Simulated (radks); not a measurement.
The numbers below are computed, except where a source is named.
Spherical quantum dot in the effective-mass picture: electrons in a well V = -V0 / (1 + exp((r - R)/a)) with V0 = 4.03, R = 4.99, a = 0.38, all in effective atomic units (hartree* = m*/eps^2 hartree, bohr* = eps/m* bohr), one dielectric constant everywhere. Level of theory: non-relativistic Kohn-Sham, LDA (Slater exchange, Perdew-Wang correlation), spin-polarised, spherical densities (a radial shooting solver with Libxc functionals). Levels are named by radial order and angular momentum (1s, 1p, 1d, 2s, ...), and open shells are averaged over m. Results are scaled to m* = 0.067 and eps = 8.1, for which hartree* = 27.79 meV and bohr* = 6.398 nm.

N = 9, configuration 1s2 1p6 1d(up 1, down 0). This is the lowest configuration that the search found. Occupied and some empty levels:

| level | occupation | eigenvalue (meV) | <r> (nm) |
|---|---|---|---|
| 1s up | 1 | -41.525 | 19.76 |
| 1s down | 1 | -41.165 | 19.69 |
| 1p up | 3 | -37.895 | 21.25 |
| 1p down | 3 | -37.505 | 21.23 |
| 1d up | 1 | -32.203 | 22.46 |
| 1d down | 0 | -31.800 | 22.46 |
| 1f up | 0 | -24.838 | 23.48 |
| 1f down | 0 | -24.433 | 23.49 |
| 2s up | 0 | -23.783 | 16.02 |
| 2s down | 0 | -23.593 | 16.02 |
| 2p up | 0 | -14.858 | 18.73 |
| 2p down | 0 | -14.620 | 18.72 |

Energy (meV): total -632.275, kinetic 80.163, external -959.37, Hartree 310.44, exchange-correlation -63.508.
